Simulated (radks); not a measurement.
Fractional charge and spin in the 6s shell of tantalum: the spin-up occupation runs from 0 to 1 and the spin-down occupation from 0 to 1; the fullest corner is Ta, [Xe] 4f14 5d(up 1.5, down 1.5) 6s(up 1, down 1). Method: scalar-relativistic Kohn-Sham, BLYP, spin-polarised, spherical densities, point nucleus; computed with a radial shooting solver on a logarithmic mesh with Libxc functionals. Energy (eV) minus the two flat planes that join the four corners (they meet along the diagonal where the two added fractions sum to one electron); zero is where a piecewise linear energy would lie.

down \ up,0,0.5,1
0,0.000,-0.840,0.000
0.5,-0.840,0.151,-0.747
1,0.000,-0.747,0.000

Corners above the fullest one (they belong to Ta+ and the next ion): (up 1, down 0) 8.242 eV, (up 0, down 1) 8.242 eV, (up 0, down 0) 23.446 eV. With half an added electron in each spin the energy lies 0.151 eV from the planes, and with half an added electron in spin up alone -0.840 eV. The planes are only a guide here: the flat-plane condition holds for ground states with one frontier orbital, while this shell lies below other occupied shells, so the corners above the fullest one are inner-hole states and not the ground states of those ions.
